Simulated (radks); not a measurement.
Question: These are the eigenvalues of the occupied orbitals of an atom or ion with whole-number occupations (eV). Calculated with a radial shooting solver on a logarithmic mesh with Libxc functionals: Dirac Kohn-Sham, BLYP, spin-unpolarised, spherical densities, point nucleus.

orbital  eigenvalue
1s1/2     -61216.87
2s1/2     -10399.77
2p1/2     -9920.883
2p3/2     -8873.415
3s1/2     -2375.981
3p1/2     -2164.837
3p3/2     -1942.535
3d3/2     -1583.440
3d5/2     -1534.873
4s1/2     -500.5432
4p1/2     -415.1322
4p3/2     -364.7014
4d3/2     -224.2663
4d5/2     -215.0666
5s1/2      -92.0159
5p1/2      -67.7499
5p3/2      -60.7223
4f5/2      -43.8636
4f7/2      -42.4475
6s1/2      -26.7858

Which element is it, and in what charge state? The configuration may be excited. Open shells, if any, are shared by 2j + 1.

Answer: Z = 70, ytterbium, charge +3: Yb3+ in [Kr] 4d10 4f13 5s1 5p6 6s1. The list shows which subshells hold electrons but not how many an open one holds; the 1s level, -2249.7 hartree, gives Z - s = 67.1 by -(Z - s)^2/2, which with screening and relativity narrows Z to a few neighbours, and the depths of the outer levels then fix element, charge and occupations together.
